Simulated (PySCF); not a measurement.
# Hartree-Fock beside MP2: AlCl2O anion

All numbers below are calculated, not measured. They come from PySCF 2.14.0, an open-source quantum chemistry program, on an isolated molecule that a program drew, which may never have been made. The molecule is AlCl2O anion (charge -1, singlet), drawn as the SMILES string `[O-][Al]([Cl])[Cl]`.

The geometry was optimised and harmonic frequencies were computed with HF and MP2, all in the aug-cc-pV(D+d)Z basis, for the commonest isotopes, with a restricted reference for singlets and an unrestricted one otherwise, and a frozen core in MP2. Each result is a local minimum of its method.

Geometry at the HF minimum:
```xyz
4
AlCl2O anion, angstrom
O     2.1813    1.8441    3.8804
Al    0.9385    2.7037    3.3574
Cl   -0.4710    3.8619    4.5565
Cl    0.2867    2.9708    1.2911
```

Lengths of the bonds as drawn, in Å (atoms numbered as above):
| bond | HF | MP2 |
|---|---|---|
| O1-Al2 | 1.599 | 1.653 |
| Al2-Cl3 | 2.183 | 2.197 |
| Al2-Cl4 | 2.183 | 2.197 |

Rotational constants, in GHz:
| constant | HF | MP2 |
|---|---|---|
| A | 4.078 | 3.875 |
| B | 2.403 | 2.408 |
| C | 1.512 | 1.485 |

Harmonic frequencies in cm^-1, each column in rising order, so a row needn't be the same motion in every method:
```
rank,HF,MP2
1,167,157
2,237,210
3,279,249
4,397,?
5,475,459
6,1102,964
```

**Estimate the missing MP2 frequency from the HF column.**

A single factor s that minimises the squared misfit of MP2 against s times HF over the other rows is sum(HF x MP2) / sum(HF^2) = 0.8901, with an rms misfit of 18 cm^-1. For rank 4 it gives 0.8901 x 397 = 353 cm^-1. The calculation gives 379 cm^-1, 26 cm^-1 above the estimate. The drawn bonds are on average 1.6 % longer in MP2 than in HF.
